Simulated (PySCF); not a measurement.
Choosing a molecule for a target property.

Species are written as SMILES; each is one conformer at its optimised geometry, gas phase, non-relativistic unless stated; the electronic structure was computed with PySCF and density fitting.

The conformers computed, where there is a choice (atom-mapped SMILES and torsion angles):
- `[F:1][C:2]([F:3])=[C:4]([F:5])[C@@H:6]1[CH2:7][CH2:8][SiH2:9]1`: C2–C4–C6–C7 -132°
- `[CH3:1][O:2][C:3](=[O:4])[SiH2:5][CH2:6]/[CH:7]=[CH:8]\[Cl:9]`: C1–O2–C3–O4 -2°, O2–C3–Si5–C6 -94°, C3–Si5–C6–C7 -51°, Si5–C6–C7–C8 91°

The conformers of `C[C@@]12CC[C@@H](C#N)C[C@@H]1C2`, `C=CO[SiH2]CC(=O)O[SiH3]`, `N#C[C@@H]1[C@@H]2CCC[C@H]1CC2` and `CCO[C@@H]1[SiH2]O[SiH2]C1=O` aren't listed.

(1) Wanted: HOMO–LUMO gap below 6 eV (PBE0/pcSseg-1) and HOMO energy above -7.1 eV (PBE0/pcSseg-1), at GFN2-xTB geometries. Which candidate meets both?
A. `C(F)(=C(F)[C@@H]1CC[SiH2]1)F`
B. `C([C@@H]1[C@H]2CC[C@@H]1CCC2)#N`
C. `COC(=O)[SiH2]C/C=C\Cl`
D. `C[C@@]12CC[C@@H](C#N)C[C@@H]1C2`
E. `CCO[C@@H]1[SiH2]O[SiH2]C1=O`
F. `C=CO[SiH2]CC(=O)O[SiH3]`

## Answers

(1) E. Computed values:
```
                        species  HOMO–LUMO gap  HOMO energy
    CCO[C@@H]1[SiH2]O[SiH2]C1=O        5.07 eV     -6.64 eV
          COC(=O)[SiH2]C/C=C\Cl        6.51 eV     -7.00 eV
   C(F)(=C(F)[C@@H]1CC[SiH2]1)F        6.67 eV     -6.78 eV
        C=CO[SiH2]CC(=O)O[SiH3]        7.10 eV     -7.24 eV
C[C@@]12CC[C@@H](C#N)C[C@@H]1C2        8.60 eV     -7.79 eV
C([C@@H]1[C@H]2CC[C@@H]1CCC2)#N        9.38 eV     -8.67 eV
```
